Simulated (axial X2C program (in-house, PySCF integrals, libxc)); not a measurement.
# VF: from Re and ωe to a spectrum

A bond curve at the CCSD level, two-component, was computed with an in-house relativistic program for diatomic molecules (basis V dyall-cv3z [10s10p6d4f2g], F dyall-av3z [7s6p3d2f] (cores contracted in-house)) for the state Ω = 1 (⟨Sz⟩ = 2.00, ⟨Lz⟩ = -1.00 at HF). Its fit gives Re = 1.7964 Å, ωe = 684.1 cm⁻¹, ωexe = 3.17 cm⁻¹ and αe = 2.534e-03 cm⁻¹; the masses are 50.9440 and 18.9984 u. Two-component means X2C with spin–orbit coupling and atomic mean-field Coulomb and Gaunt terms.

Correlated methods: 12 electrons correlated (number of frozen shells: V 3 s, 2 p; F 1 s), 278 virtual spin orbitals or spinors in MP2, 90 natural virtuals in coupled cluster.

**Question.** Find the reduced mass, Be and the force constant.

**Answer.** From the CCSD values: μ = 13.8379 u. Be = 16.8576/(μ Re²) = 0.3775 cm⁻¹. k = 5.8918×10⁻⁷ μ ωe² = 3.82 mdyn/Å.

**Question.** A Morse curve ties αe to the other constants (Pekeris). How well does that hold?

**Answer.** αe(Morse) = 6Be²/ωe × (√(ωexe/Be) − 1) = 2.372e-03 cm⁻¹; the CCSD curve gives 2.534e-03 cm⁻¹, a ratio of 0.94.

**Question.** Estimate the centrifugal constant by the Kratzer relation.

**Answer.** D = 4Be³/ωe² = 4.60e-07 cm⁻¹.

**Question.** Where do the fundamental and the first overtone lie?

**Answer.** ν(1←0) = ωe − 2ωexe = 677.8 cm⁻¹; ν(2←0) = 2ωe − 6ωexe = 1349.2 cm⁻¹.

The state is a single determinant with fixed occupations, the lowest that a limited PBE0 search found. CCSD ran in a truncated set of natural virtual spinors with an MP2 remainder; without triples it tends to underbind. PBE0 can misorder states that lie within some tenths of an eV, so this need not be the ground state of the molecule. The nearest other 2c determinant of the search, Ω = 3, lies 0.02 eV up at the distance of the search. With several unpaired electrons one determinant need not be a pure state. The outer-core s and p shells of the metal are frozen in the correlated rows, which leaves out core–valence correlation; for alkali and alkaline-earth bonds that tends to lengthen them. Open-shell Ω = 0 determinants with evenly filled partner blocks cannot be reached by this program, so the Ω shown need not be the lowest component.
